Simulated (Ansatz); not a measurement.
CH3NOSi, SMILES `N[Si]C=O` (lower singlet) (charge 0, multiplicity 1). This singlet lies 1.47 eV below the relaxed triplet at the level frozen-core CCSD(T)/cc-pVTZ // PBE0-D3(BJ)/def2-TZVP (Ansatz, an electronic-structure program).

All values below come from r2SCAN/cc-pVTZ // PBE0-D3(BJ)/def2-TZVP (Ansatz).

Ansatz 0.2 input:
```yaml
crystal:
  periodic: [false, false, false]
  atoms:
    - { symbol: N, position_ang: [1.310136, 0.133051, -0.662756] }
    - { symbol: Si, position_ang: [0.088818, 0.616525, -1.748015] }
    - { symbol: C, position_ang: [-1.328561, -0.090269, -0.565697] }
    - { symbol: O, position_ang: [-2.50275, -0.025574, -0.820199] }
    - { symbol: H, position_ang: [1.152348, -0.337835, 0.219953] }
    - { symbol: H, position_ang: [2.291566, 0.287028, -0.834803] }
    - { symbol: H, position_ang: [-1.01157, -0.582933, 0.402345] }
basis:
  gaussian: { orbitals: cc-pVTZ }
hamiltonian:
  xc: r2scan
```

Output:

```
Functional definition: r2SCAN
961 factors; their error is unknown
mean field evaluation 1: about -12487.8802 eV, gradient 7.5e1 eV
mean field evaluation 2: about -12447.9200 eV, gradient 1.4e2 eV
mean field evaluation 4: about -12497.9091 eV, gradient 1.2e1 eV
mean field evaluation 8: about -12498.2778 eV, gradient 5.9e-2 eV
mean field evaluation 16: about -12498.2474 eV, gradient 1.2e-4 eV
mean field -12498.24738072 eV, -459.3021196250 hartree, gradient 1.2e-5 eV, S^2 0.000000; 0 other end points of the search recorded, 0 dependent functions left out
reference -12498.24738965 eV, -459.3021199532 hartree; 19, 19 occupied and 147, 147 virtual orbitals, 961 factors
Total energy: -12498.24738965 eV, -459.3021199532 hartree
```
